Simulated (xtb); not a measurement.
Input for xtb: GFN-FF on H4SSi2 (SMILES [SiH3][Si]S), a point of a torsion scan.

```
$ xtb mol.xyz --gfnff --sp --chrg 0 --uhf 0
7

Si     0.98887417    -0.19456852    -0.03611837
Si    -0.68902314     1.37804210     0.03073410
S     -2.12038808     0.86590098    -1.55370505
H      1.13922165    -1.34862280    -0.93933216
H      2.22940270     0.57983833    -0.20070711
H      1.02924906    -0.76631151     1.31929412
H     -1.57373368    -0.22112598    -2.08361762
```

The log:

```
[...]
           -------------------------------------------------
          |                Calculation Setup                |
           -------------------------------------------------



          ==================== Thresholds ====================
          CN  :   150.00000
          rep :   500.00000
          disp:  2500.00000
          HB1 :   250.00000
          HB2 :   450.00000

          Pauling EN used:
          Z : 1  EN :  2.20
          Z :14  EN :  1.90
          Z :16  EN :  2.58
          electric field strengths (au): 0.000

           -------------------------------------------------
          |           Force Field Initialization            |
           -------------------------------------------------

          distances ...
          ----------------------------------------
          generating topology and atomic info file ...
          pair mat ...
          computing topology distances matrix with Floyd-Warshall algo ...
          making topology EEQ charges ...
          #fragments for EEQ constrain: 1
          ----------------------------------------
          generating topology and atomic info file ...
          pair mat ...
          computing topology distances matrix with Floyd-Warshall algo ...
          making topology EEQ charges ...
          #fragments for EEQ constrain: 1
          rings ...
          # BATM   14
          # H in HB   4
          doing iterative Hueckel for 1 subsystem(s) ...

  atom   neighbors  erfCN metchar sp-hybrid imet pi  qest     coordinates
    1  Si      4    3.44   0.04         3    0    0   0.028    1.868701   -0.367681   -0.068254
    2  Si      2    1.88   0.05         2    0    0   0.053   -1.302065    2.604122    0.058079
    3  S       2    1.91   0.00         3    0    0  -0.164   -4.006953    1.636316   -2.936077
    4  H       1    0.96   0.01         0    0    0   0.006    2.152817   -2.548528   -1.775081
    5  H       1    0.96   0.01         0    0    0   0.006    4.212961    1.095736   -0.379281
    6  H       1    0.96   0.01         0    0    0   0.006    1.944999   -1.448119    2.493105
    7  H       1    0.98   0.00         0    0    0   0.064   -2.973926   -0.417868   -3.937467

          #atoms :   7
          #bonds :   6
          #angl  :   8
          #tors  :   4
          #nmol  :   1
          #optfrag :   1
           -------------------------------------------------
          |                   G F N - F F                   |
          |          A general generic force-field          |
          |                  Version 1.0.3                  |
           -------------------------------------------------
          Number of HB bonds (bound hydrogen)     24
          Number of HB bonds (unbound hydrogen)   24
          Number of XB bonds                      0

 E+G (total)                   0 d,  0 h,  0 min,  0.000 sec
 distance/D3 list               ...        0 min,  0.000 sec (  0.741%)
 non bonded repulsion           ...        0 min,  0.000 sec ( 15.713%)
 dCN                            ...        0 min,  0.000 sec (  3.469%)
 EEQ energy and q               ...        0 min,  0.000 sec ( 11.753%)
 D3                             ...        0 min,  0.000 sec ( 10.882%)
 EEQ gradient                   ...        0 min,  0.000 sec (  5.514%)
 bonds                          ...        0 min,  0.000 sec (  6.043%)
 bend and torsion               ...        0 min,  0.000 sec (  9.043%)
 bonded ATM                     ...        0 min,  0.000 sec (  4.038%)
 HB/XB (incl list setup)        ...        0 min,  0.000 sec ( 28.331%)

         :::::::::::::::::::::::::::::::::::::::::::::::::::::
Note: The following floating-point exceptions are signalling: IEEE_UNDERFLOW_FLAG IEEE_DENORMAL
normal termination of xtb
         ::                     SUMMARY                     ::
         :::::::::::::::::::::::::::::::::::::::::::::::::::::
         :: total energy              -0.590855334860 Eh    ::
         :: gradient norm              0.030583623697 Eh/a0 ::
         ::.................................................::
         :: bond energy               -0.617874705946 Eh    ::
         :: angle energy               0.013940220206 Eh    ::
         :: torsion energy             0.000034250252 Eh    ::
         :: repulsion energy           0.022385481737 Eh    ::
         :: electrostat energy        -0.005628444747 Eh    ::
         :: dispersion energy         -0.003684135042 Eh    ::
         :: HB energy                 -0.000001747016 Eh    ::
         :: XB energy                  0.000000000000 Eh    ::
         :: bonded atm energy         -0.000026254306 Eh    ::
         :: external energy            0.000000000000 Eh    ::
         :: add. restraining           0.000000000000 Eh    ::
         :: total charge               0.000000000000 e     ::
         :::::::::::::::::::::::::::::::::::::::::::::::::::::

           -------------------------------------------------
          |                Property Printout                |
           -------------------------------------------------

molecular dipole:
                 x           y           z       tot (Debye)
 q only:        0.558      -0.214       0.252       1.649

           -------------------------------------------------
          | TOTAL ENERGY               -0.590855334860 Eh   |
          | GRADIENT NORM               0.030583623697 Eh/α |
           -------------------------------------------------
########################################################################
[WARNING] Runtime exception occurred
-1- gfnff_setup: Could not read topology file.
########################################################################

------------------------------------------------------------------------
------------------------------------------------------------------------
 total:
 SCF:
```

The run finished.

Cost: very roughly 0.020 core-seconds.
